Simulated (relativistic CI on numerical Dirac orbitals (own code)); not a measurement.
# Ligand-field terms of d8

Computed with a parametric ligand-field model of a d^n configuration (Racah B and C, spin-orbit zeta, crystal field), exact diagonalisation.

Field parameters in Wybourne normalisation: Oh B⁴₀ = 21Dq, B⁴₄ = √(5/14) B⁴₀. The field is a parameter set, without covalency.

B = 340 cm⁻¹, C = 1740 cm⁻¹ (C/B = 5.12), Oh, no spin-orbit coupling. Tanabe-Sugano data, E/B above the lowest term (Δ = |10Dq|; b, c mark the second and third term of a kind):

```tsv
Δ/B	3A2	3T2	3T1	1E	3T1(b)	1A1
1.0	0.00	1.00	1.79	15.96	16.21	23.01
3.0	0.00	3.00	5.29	16.81	18.71	24.40
5.0	0.00	5.00	8.68	17.24	21.32	25.61
7.0	0.00	7.00	11.92	17.47	24.08	26.65
9.0	0.00	9.00	15.00	17.62	27.00	27.54
11.0	0.00	11.00	17.92	17.72	30.08	28.32
13.0	0.00	13.00	20.68	17.80	33.32	28.98
15.0	0.00	15.00	23.29	17.85	36.71	29.57
17.0	0.00	17.00	25.79	17.90	40.21	30.07
19.0	0.00	19.00	28.19	17.93	43.81	30.52
21.0	0.00	21.00	30.51	17.96	47.49	30.91
23.0	0.00	23.00	32.78	17.98	51.22	31.26
25.0	0.00	25.00	35.00	18.00	55.00	31.57
27.0	0.00	27.00	37.18	18.02	58.82	31.85
29.0	0.00	29.00	39.34	18.03	62.66	32.10
31.0	0.00	31.00	41.47	18.05	66.53	32.32
33.0	0.00	33.00	43.58	18.06	70.42	32.53
35.0	0.00	35.00	45.68	18.07	74.32	32.71
37.0	0.00	37.00	47.77	18.08	78.23	32.88
39.0	0.00	39.00	49.84	18.08	82.16	33.04
41.0	0.00	41.00	51.91	18.09	86.09	33.18
43.0	0.00	43.00	53.97	18.10	90.03	33.31
45.0	0.00	45.00	56.03	18.10	93.97	33.44
47.0	0.00	47.00	58.08	18.11	97.92	33.55
```

The ground term stays 3A2.
